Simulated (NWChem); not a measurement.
System: C₂H₃B; SMILES C#CB

The following NWChem deck was run.

```
start job
memory heap 200 mb stack 900 mb global 1100 mb
geometry units angstroms noautosym nocenter noautoz
  B     -0.004523    -1.395508     0.011603
  C     -0.003093     0.112954     0.010118
  C     -0.001827     1.334050     0.009613
  H     -0.000763     2.409977     0.008981
  H      1.040229    -1.999817     0.012881
  H     -1.050330    -1.997982     0.010999
end
basis spherical
  * library def2-svpd
end
dft
  xc pbe0
  iterations 150
end
property
  response 1 0.0
end
task dft property
```

The geometry was optimised at PBE0/def2-SVP.

Static field.

Question: What results follow from this input? (PBE0/def2-SVPD.) Quantities: isotropic polarisability (bohr³); anisotropy (bohr³).

Answer: 
| Item | Result |
|---|---|
| isotropic polarisability (bohr³) | 38.7 |
| anisotropy (bohr³) | 30.6 |
